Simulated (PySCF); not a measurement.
# Ionising RbPb

PBE0; Rb def2-SVPD with ECP28, Pb def2-SVPD with ECP60; scalar-relativistic core potentials (PySCF 2.14). Neutral (UKS): quartet (σ ↑, π ↑↑), Re = 3.485 Å, ωe = 87.1 cm⁻¹, De = 1.19 eV, HOMO -3.50 eV, LUMO -1.63 eV.

RbPb⁺ (UKS): triplet (σ ↑, π ↑), Re = 4.112 Å, ωe = 43.3 cm⁻¹. The energies at the minima are -216.95831 hartree for RbPb and -216.77243 for RbPb⁺.

Problem. Work out the adiabatic ionisation energy, without and with harmonic zero-point energies (1 hartree = 27.2114 eV, 1 eV = 8065.5 cm⁻¹), and the change of the bond length.

Solution. At PBE0: 0.18588 hartree = 5.058 eV between the minima; the zero-point term (43.3 − 87.1)/2 cm⁻¹ = -0.003 eV makes it 5.055 eV. Re changes by +62.7 pm against the neutral. The electron leaves a π orbital, and the ion is left as a loose complex of an ion and an atom.

These are scalar-relativistic numbers at best; spin–orbit coupling would shift them, the dissociation energy most. States were picked by a PBE0 search and need not be the measured ground states.
